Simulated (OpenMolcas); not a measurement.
Cu4+, Ag4+, Au4+: d⁷ down the group

| Item | Value |
| --- | --- |
| Program | OpenMolcas 26.06 |
| Method | CASSCF |
| Basis | ANO-RCC-VTZP |
| Scalar Hamiltonian | DKH2, point nucleus |
| Spin-orbit coupling | RASSI with atomic mean-field integrals over the reference wave functions, term energies averaged over their components |

Active space for each ion: 7 electrons in 5 orbitals (d).

Computed levels in cm-1 above ⁴F_9/2:

```
                               Level   Cu4+   Ag4+   Au4+
                              ⁴F_7/2   1546   3460  12033
                              ⁴F_5/2   2665   5605  14157
                              ⁴P_5/2  24909  18615  22980
                              ²G_9/2  25097  19411  23451
                              ⁴P_1/2  26119  20866  27476
                              ²G_7/2  26594  22850  32454
                             ²H_11/2  33310  25806  30996
                              ²P_1/2  34636  29108  43601
                              ²H_9/2  34663  29340  43899
weight of ⁴F in the lowest level (%)    100     97     84
```

Mixed levels, with the weight of the term that names them: Au4+ ⁴F_5/2 (62 %), Au4+ ²G_9/2 (58 %), Au4+ ⁴P_1/2 (66 %), Au4+ ²P_1/2 (66 %), Au4+ ²H_9/2 (71 %).

Measured, with the error of the calculation in %. Measured levels: Cu4+ from Sugar and Musgrove, J. Phys. Chem. Ref. Data 19, 527 (1990); Ag4+ from the list in Gamrath, thesis, University of Mons (2023).

```tsv
Level	Cu4+	Ag4+
⁴F_7/2	1616 (-4.3)	3690 (-6.3)
⁴F_5/2	2759 (-3.4)	5816 (-3.6)
⁴P_5/2	20827 (+19.6)	14899 (+24.9)
²G_9/2	22575 (+11.2)	16875 (+15.0)
⁴P_1/2	21935 (+19.1)	17067 (+22.3)
²G_7/2	24100 (+10.3)	20442 (+11.8)
²H_11/2	30402 (+9.6)	22532 (+14.5)
²P_1/2	28367 (+22.1)	24599 (+18.3)
²H_9/2	31823 (+8.9)	26368 (+11.3)
```

The fine-structure level ⁴F_5/2 changes by a factor of 5.31 from Cu4+ to Au4+.

Without spin-orbit coupling ⁴P lies 23901, 16422, 14571 cm-1 above ⁴F in that order; the difference to the level ⁴P_5/2, of either sign, comes from spin-orbit coupling, which also lowers the zero.

Without dynamic correlation excited terms often stand tens of per cent too high (terms of higher spin than the ground term too low), and those without a measured partner can miss by more than the paired ones. Computed and measured levels are paired by configuration, term and J; levels that our copy of the source lacks, or whose pairing is in doubt (as where it misses far off the trend of its configuration), stay unpaired and out of the deviations. Only configurations of the active space appear.
